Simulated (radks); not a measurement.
The numbers below are computed, except where a source is named.
The nuclear charge of neutral tungsten is varied continuously with 74 electrons held in [Xe] 4f14 5d4 6s2. Code: a radial shooting solver on a logarithmic mesh with Libxc functionals. Model: scalar-relativistic Kohn-Sham, BLYP, spin-polarised, spherical densities, point nucleus; open shells are filled with parallel spins first (spin-orbit coupling, left out, can overturn this in heavy ions). By the Hellmann-Feynman theorem dE/dZ = E(electron-nucleus)/Z, the electronic potential at the nucleus. The scalar-relativistic energy here is not variational (the density holds large components alone), so the two differ by a part that grows with Z.

| Z | E (hartree) | E(electron-nucleus)/Z (hartree) | HOMO | e(HOMO) (eV) | <r> HOMO (bohr) |
|---|---|---|---|---|---|
| 73.8 | -16035.0286 | -537.210 | 5d | -3.235 | 2.119 |
| 74 | -16143.5366 | -539.445 | 6s | -4.877 | 3.315 |
| 74.2 | -16252.5004 | -541.680 | 6s | -6.312 | 3.206 |
| 74.4 | -16361.9202 | -543.916 | 6s | -7.830 | 3.108 |
| 74.6 | -16471.7961 | -546.152 | 6s | -9.425 | 3.020 |
| 74.8 | -16582.1285 | -548.390 | 6s | -11.094 | 2.939 |
| 75 | -16692.9177 | -550.630 | 6s | -12.832 | 2.864 |

The central difference of E at Z = 74 is -543.680 hartree, to compare with the third column; the second derivative is -11.4 hartree.
